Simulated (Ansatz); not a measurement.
A nudged elastic band was laid between two geometries of FGeH₃O₂ (7 atoms, charge 0, multiplicity 1).

Level of theory: RKS PBE/def2-SVP in Ansatz.

```yaml
movable_images: 5
climbing_image: yes
spring: 5.0 eV/Å²
optimiser: quadratic models (default)
start_path: through a guess of the saddle point
force_threshold: 0.05 eV/Å
iteration_limit: 60
end_points: relaxed
```

Initial state:

```xyz
7
Properties=species:S:1:pos:R:3
Ge -0.043 0.028 0.393
H 0.266 0.288 1.875
F 1.458 -0.344 -0.449
O -0.785 1.495 -0.270
H -1.203 1.307 -1.133
O -1.101 -1.362 0.034
H -0.562 -2.109 -0.294
```

Final state:

```xyz
7
Properties=species:S:1:pos:R:3
Ge -0.599 -0.475 1.055
H 0.842 0.928 0.150
F 1.557 0.279 0.450
O -0.627 1.192 0.137
H -0.975 1.008 -0.763
O -1.030 -1.332 -0.494
H -1.139 -2.296 -0.378
```

(1) What changes between the two ends?

(2) What energy profile does the band end with?

(3) What is the geometry of the highest image?

Answers

(1) Bonds broken: Ge1–H2, Ge1–F3. Bonds formed: H2–F3. FGeH3O2 becomes FH + GeH2O2.

(2) The run converged. The highest image is number 2 of 0 to 6, 2.02 eV above the first end and 1.51 eV above the last; the last end lies 0.51 eV above the first. Neighbouring images differ by up to 1.6 eV, so the band resolves the path poorly. A vibrational analysis at the climbing image gives one clearly imaginary mode, 1085i cm⁻¹: a first-order saddle point. The orbitals stay closed-shell, which can raise the energy where a bond breaks towards radicals; this wasn't checked here.

```csv
image,path coordinate (Å),energy (eV),Ge1–H2 (Å),Ge1–F3 (Å),H2–F3 (Å)
0,0.00,0.00,1.54,1.76,2.69
1,0.75,0.43,1.53,1.77,2.19
2,1.50,2.02,1.62,2.02,1.38
3,2.29,0.98,2.33,2.62,0.95
4,3.09,0.94,2.77,2.70,0.94
5,3.88,0.77,2.61,2.67,0.94
6,4.68,0.51,2.21,2.36,1.01
```

(3) 
```xyz
7
Properties=species:S:1:pos:R:3
Ge -0.370 0.077 0.536
H 0.957 0.050 1.465
F 1.622 -0.134 0.274
O -0.887 1.495 -0.405
H -1.317 1.199 -1.233
O -1.115 -1.252 -0.409
H -0.861 -2.131 -0.072
```

The run took 2.3 min on 2 threads of Arm Neoverse V1, with other jobs on the host, peak memory 0.12 GiB.
